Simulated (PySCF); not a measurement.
Gas-phase reaction: HOI = HI + O

Computed with PySCF and rigid-rotor harmonic-oscillator thermochemistry at 1 bar. † marks an energy on the PBE0/def2-TZVP geometry and frequencies; other levels use their own. CCSD(T) freezes the core. Open shells (unrestricted): O (multiplicity 3, electronic degeneracy 9); the rest are closed-shell singlets. Spin-orbit splitting is ignored; it lowers the true energy and changes the entropy of O. I: scalar-relativistic def2 core potential, no spin-orbit coupling. CCSD(T) isn't extrapolated to the basis-set limit; its ΔH°(298 K) is 252.2 kJ in def2-SVP and 304.2 kJ in def2-TZVPP. The harmonic model lacks anharmonicity and excited electronic states, which grow with temperature; levels with a mode under 35 cm⁻¹ are left out.

```tsv
level	ΔE electronic, kJ	ΔH°(298 K), kJ	ΔS°(298 K), J/K	ΔG°(2000 K), kJ
BLYP/def2-TZVP†	359	344	114	103
CCSD(T)/def2-SVP†	267	252	114	11
CCSD(T)/def2-TZVPP†	319	304	114	63
HF/def2-TZVP†	100	85	114	-156
PBE/def2-TZVP†	378	363	114	122
PBE0/def2-TZVP	333	318	114	77
r2SCAN/def2-TZVP†	341	327	114	85
LDA/def2-TZVP†	464	450	114	209
ωB97M-V/def2-TZVP†	341	326	114	85
```
ΔH° is lowest at HF/def2-TZVP† and highest at LDA/def2-TZVP†. No reference value is set beside these.
